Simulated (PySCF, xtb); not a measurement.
Sn(Cl)3(SiH3) (Cl3H3SiSn), SMILES [SiH3][Sn]([Cl])([Cl])[Cl].

Harmonic wavenumbers (cm⁻¹) from GFN2-xTB (xtb) at its own minimum, in rising order: 13, 48, 48, 94, 94, 100, 209, 295, 295, 312, 417, 418, 690, 702, 703, 2281, 2308, 2309.

### Question
What does PBE-D3(BJ)/def2-SVP (PySCF) give at its own minimum? (The exact figures need the calculation; the answer reports its results.)

### Answer
60, 60, 65, 105, 105, 116, 281, 358, 369, 369, 473, 473, 792, 890, 890, 2175, 2207, 2207. Paired by order, the mean absolute difference is 71 cm⁻¹ and the zero-point energies are 16.2 and 17.1 kcal/mol.
